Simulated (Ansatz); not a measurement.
Ga2H4O, SMILES `[OH][GaH][GaH2]`. Total charge 0; spin multiplicity 1. All single points use the PBE0-D4/def2-TZVP geometry. It is one conformer, not always the lowest.

```xyz
7

O    -1.431    1.100    0.886
Ga   -0.440   -0.381    0.635
Ga    1.214   -0.110   -1.167
H    -2.085    1.018    1.584
H    -0.796   -1.581    1.599
H     2.667    0.425   -0.877
H     0.872   -0.470   -2.661
```

Task: What is the dipole moment at ωB97M-V/def2-TZVPP? (Estimate.)

Result: Computed: 1.28 D, with components (-0.07, -1.11, 0.63) D in this frame, pointing from negative to positive charge.

Task: And with PBE, r2SCAN, B3LYP? (Best estimate.)

Result: Ansatz gave: PBE 1.11 D, r2SCAN 1.17 D, B3LYP 1.24 D.

Task: Give the Mulliken charges with ωB97M-V, PBE, B3LYP in def2-TZVPP. (Best estimate.)

Result: Ansatz gave: 
| atom | ωB97M-V | PBE | B3LYP |
| --- | --- | --- | --- |
| O1 | -0.43 | -0.38 | -0.43 |
| Ga2 | 0.29 | 0.26 | 0.32 |
| Ga3 | 0.10 | 0.10 | 0.13 |
| H4 | 0.16 | 0.18 | 0.17 |
| H5 | -0.05 | -0.07 | -0.08 |
| H6 | -0.04 | -0.04 | -0.06 |
| H7 | -0.04 | -0.04 | -0.06 |

B3LYP here is the variant with VWN-RPA as its local correlation; programs differ in this.
